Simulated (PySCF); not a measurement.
A geometry optimisation on `N[SiH2][SiH2]P`.

Computed with PBE0-D3(BJ)/def2-SVP geometry optimisation, gas phase (PySCF 2.14.0). Start geometry: GFN2-xTB. The input is one job of a driver script: a line of settings, then coordinates in Å.

Input:
```
{"job": {"xc": "PBE0", "basis": "def2-SVP", "d3": "d3bj", "grid": 1, "kind": "geom"}, "charge": 0, "multiplicity": 1}
N     -1.586553     1.010366     0.398195
Si    -1.345818    -0.653313     0.023397
Si     0.930731    -0.916368    -0.306915
P      1.925981     1.088389    -0.515965
H     -2.509589     1.353984     0.608649
H     -1.068583     1.710651    -0.109970
H     -2.114230    -1.135359    -1.139591
H     -1.884816    -1.359342     1.189202
H      1.598323    -1.700156     0.744266
H      1.282064    -1.597093    -1.561762
H      3.178481     0.674967    -0.108633
H      1.595207     1.522587     0.753098
```

Output:
```
step   0  E = -979.14755715  max force = 0.023356
step   1  E = -979.15354913  max force = 0.006072
step   2  E = -979.15392244  max force = 0.001477
step   3  E = -979.15399915  max force = 0.000982
step   4  E = -979.15407021  max force = 0.001234
step   5  E = -979.15415625  max force = 0.001650
step   6  E = -979.15421477  max force = 0.001525
step   7  E = -979.15425987  max force = 0.000850
step   8  E = -979.15429303  max force = 0.000653
step   9  E = -979.15430865  max force = 0.000531
step  10  E = -979.15434665  max force = 0.000704
step  11  E = -979.15438650  max force = 0.001004
step  12  E = -979.15445503  max force = 0.000957
step  13  E = -979.15453475  max force = 0.000960
step  14  E = -979.15463401  max force = 0.000836
step  15  E = -979.15424302  max force = 0.001777
step  16  E = -979.15460513  max force = 0.001017
step  17  E = -979.15467340  max force = 0.000632
step  18  E = -979.15468702  max force = 0.000558
step  19  E = -979.15471279  max force = 0.000397
step  20  E = -979.15471452  max force = 0.000266
optimisation converged
```

Energies in Eh; «max force» is the largest Cartesian gradient component in Eh/bohr.

Q: Give the first gradient maximum in eV/Å.

A: With 1 Eh/bohr = 51.422 eV/Å, 1.201 eV/Å.

Main results: final energy -979.15471 Eh after 20 steps; dipole 0.84 D.

Q: How long does this job take on one thread of an Arm Neoverse V2, no GPU, shared host?

A: About 72 s.
Labels such as C1 count atoms from 1, the log's own numbers from 0.
